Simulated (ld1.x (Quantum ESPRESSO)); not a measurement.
## Sb (Z = 51), PAW: configuration errors across variants

ld1.x (Quantum ESPRESSO) 7.5 input, shortened:

```
&input
   title='Sb', zed=51., rel=1, dft='PW91', iswitch=3,
   config='[Kr] 4d10 4f-2 5s2 5p3'
 /
 &inputp
   pseudotype=3, lpaw=.true., tm=.true., lloc=-1, rcloc=1.60,
   nlcc=.true., new_core_ps=.true., rcore=1.20,
   which_augfun='BG', rmatch_augfun=0.90
 /
7
5S  1  0   2.00   0.00  1.50  2.10  0.0
5S  1  0   0.00  -0.15  1.50  2.10  0.0
5P  2  1   3.00   0.00  2.00  2.65  0.0
5P  2  1   0.00   0.10  2.00  2.65  0.0
4D  3  2  10.00   0.00  1.10  1.30  0.0
4D  3  2   0.00   1.20  1.10  1.30  0.0
4F  4  3  -2.00   0.40  1.80  2.30  0.0
 &test
   configts(1)='4d10 5s2 5p3'
 /
```

All-electron excitation energies from the reference (eV): (1) 4d10 5s2 5p2 8.375; (2) 4d10 5s2 5p1 24.422; (3) 4d10 5s2 5p0 48.930; (4) 4d10 5s2 5p2.5 3.288; (5) 4d9 5s2 5p4 31.113; (6) 4d10 5s1 5p3 17.133; (7) 4d10 5s2 5p3.3 -1.172.

2 further variants failed, have other tests or another functional or relativity, and are left out.

A true bound ghost makes a file unfit for plane-wave use even where its test errors are small: the radial tests pick states by their node count and pass the ghost by.

Errors AE − PS in meV (a dash: test not solved or not reliable):

```tsv
change	(1)	(2)	(3)	(4)	(5)	(6)	(7)	bound ghosts
base	+1.0	+11	+28	-0.1	+77	-13	+0.4	s
added wave 4f channel at 2.3 Ry: rcut 1.80, rcutus 2.30 bohr	+1.0	+11	+28	-0.1	+77	-13	+0.4	s
wave 4d channel at 1.2 Ry: rcut 1.10, rcutus 1.30 bohr becomes 4d channel at -1.77 Ry: rcut 1.10, rcutus 1.30 bohr	+19	+123	+431	+3.6	+246	-10	+0.6	s
type RRKJ; waves now 5s (bound): rc 2.10 bohr; 5p (bound): rc 2.65 bohr; 4d (bound): rc 1.30 bohr; 4f channel at 0.4 Ry: rc 2.30 bohr; local potential all-electron potential smoothed inside 2.25 bohr (lloc = -1); rho0 0.005	0.0	+4.0	+12	-0.3	-393	-0.9	+0.4	none
waves 4d (bound): rcut 1.10, rcutus 1.72 bohr; 4d channel at 1.2 Ry: rcut 1.10, rcutus 1.72 bohr	-2.4	-11	-42	-0.9	–	–	–	s
```

**Question.** Give the same row for: wave 4f channel at 0.4 Ry: rcut 1.80, rcutus 2.30 bohr becomes 4f channel at 0.4 Ry: rcut 1.80, rcutus 2.94 bohr.

**Answer.** +1.0, +11, +28, -0.1, +77, -13, +0.3; bound ghosts: s.
